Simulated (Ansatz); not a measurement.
Species: sum formula H$_{3}$BPO$_{2}$, net charge 0, doublet state. It need not be the lowest isomer of its formula. 
Coordinates optimised at B3LYP-D3(BJ)/def2-TZVP (Ansatz, a first-principles code):
```xyz
7

O     -0.5823     1.3612     0.8032
B     -0.4412     0.1605     0.1762
O     -1.5799    -0.5798     0.0575
P      1.2461    -0.5381    -0.5396
H      0.2330     1.8627     0.8740
H     -1.4653    -1.4239    -0.3866
H      2.0437     0.5786    -0.1595
```
Charge 0, spin multiplicity 2.

Atomisation energy built up term by term with Ansatz (kcal/mol; UHF references for open shells; valence terms freeze the core; atomic spin-orbit terms are left out). CBS marks a two-point X^-3 extrapolation of the correlation energy; Hartree-Fock from the larger set.

```tsv
term	basis	kcal/mol
Hartree-Fock	aug-cc-pV(Q+d)Z	441.67
CCSD correlation	CBS(aug-cc-pV(T+d)Z,aug-cc-pV(Q+d)Z)	172.29
(T)	CBS(aug-cc-pV(T+d)Z,aug-cc-pV(Q+d)Z)	12.38
core correlation	cc-pwCVTZ	2.45
scalar relativity (X2C)	cc-pVTZ-DK against cc-pVTZ	-0.93
sum: De		627.9
```

(T) makes 2.0 % of the CCSD(T) atomisation energy; under 5 % is typical of single-reference molecules.
